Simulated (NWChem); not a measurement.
System: WNH$_{2}$SOF; SMILES [NH]=[W](=[O])([F])[SH]

Here is an NWChem input.

```
start job
memory heap 200 mb stack 900 mb global 1100 mb
geometry units angstroms noautoz
  W      0.002537    -0.163706    -0.023017
  O     -0.458057    -0.701266     1.520200
  N     -1.221534    -0.596932    -1.187281
  H     -2.111778    -1.044626    -1.391793
  F      1.638137    -0.913549    -0.546602
  S     -0.022340     2.181717     0.090754
  H     -0.412607     2.392167    -1.186524
end
basis spherical
  W library def2-svp
  O library def2-svp
  N library def2-svp
  H library def2-svp
  F library def2-svp
  S library def2-svp
end
ecp
  W library def2-ecp
end
dft
  xc xperdew91 perdew91
  iterations 150
  mulliken
end
task dft energy
```

Geometry: optimised at PBE0/def2-SVP. No frequency run checked for a minimum. def2 effective core potentials on W; no spin-orbit coupling.

Question: What results follow from this input? (PW91/def2-SVP with def2 effective core potentials on W.) Quantities: energy (Ha); highest occupied level (eV); orbital gap (eV); dipole (D).

Answer: 
```
Property                      Result
---------------------------  -------
energy (Ha)                  -696.19
highest occupied level (eV)    -6.95
orbital gap (eV)                4.13
dipole (D)                      2.46
```
